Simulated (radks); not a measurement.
Problem. Radial electron density D(r) = 4 pi r^2 rho(r) of an atom or ion with 22 electrons. Method: Dirac Kohn-Sham, PBE, spin-unpolarised, spherical densities, point nucleus; computed with a radial shooting solver on a logarithmic mesh with Libxc functionals.

```
   r/bohr * D(r) (the largest magnitude, 114, reaches the edge; | marks zero)
 0.002753 |          *
   0.0035 |               *
 0.004413 |                    *
  0.00561 |                          *
 0.007075 |                                *
 0.008995 |                                      *
  0.01143 |                                          *
  0.01442 |                                            *
  0.01833 |                                          *
  0.02312 |                                       *
  0.02939 |                                      *
  0.03736 |                                          *
  0.04712 |                                                 *
   0.0599 |                                                      *
  0.07614 |                                                 *
  0.09603 |                                      *
   0.1221 |                             *
    0.154 |                               *
   0.1957 |                                *
   0.2488 |                       *
   0.3138 |         *
   0.3989 | *
   0.5071 *
   0.6395 *
   0.8129 *
```

What is the nuclear charge?

Solution. Z = 67. The innermost maximum, from 1s, lies near gamma/Z bohr with gamma = sqrt(1 - (Z/c)^2) = 0.872, here 0.013 bohr (found: 0.0144), and its height grows with Z. The density is that of the holmium ion Ho45+ in [Ar] 3d4; the configuration itself is not fixed sharply by these data, and Z only to a few units. D(r) has 3 maxima, at r = 0.0144, 0.0614, 0.182 bohr, and minima at 0.0280, 0.130 bohr, inside which lie 2.03, 11.10 electrons.
